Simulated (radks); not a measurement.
Spherical quantum dot in the effective-mass picture: electrons in a parabolic well V = omega^2 r^2 / 2 with omega = 0.563, with a point charge +2 (a donor) at the centre, all in effective atomic units (hartree* = m*/eps^2 hartree, bohr* = eps/m* bohr), one dielectric constant everywhere. Method: non-relativistic Kohn-Sham, r2SCAN, spin-polarised, spherical densities, generalised Kohn-Sham scheme; computed with a radial shooting solver with Libxc functionals. Levels are named by radial order and angular momentum (1s, 1p, 1d, 2s, ...), and open shells are averaged over m.

N = 7, configuration 1s2 1p(up 3, down 2). This is the lowest configuration that the search found. Occupied and some empty levels:

level,occupation,eigenvalue (hartree*),<r> (bohr*)
1s up,1,1.9852,0.9491
1s down,1,2.0002,0.9328
1p up,3,3.0046,2.190
1p down,2,3.0444,2.196
2s up,0,3.0904,2.286
2s down,0,3.1211,2.304
1d up,0,3.5074,2.631
1d down,0,3.5450,2.648
1f up,0,4.0176,2.953
1f down,0,4.0497,2.979

Energy (hartree*): total 7.90025, kinetic 5.7665, external -7.2982, Hartree 12.151, exchange-correlation -2.7189.

Electron density:

r (bohr*),n(r) (e/bohr*^3)
0.0815,2.596
0.389,0.8206
0.696,0.3138
1.00,0.1595
1.31,0.1061
1.62,0.08109
1.93,0.06231
2.23,0.04486
2.54,0.02938
2.85,0.01721
3.15,0.008929
3.46,0.004104
3.77,0.001666
4.08,0.0005966
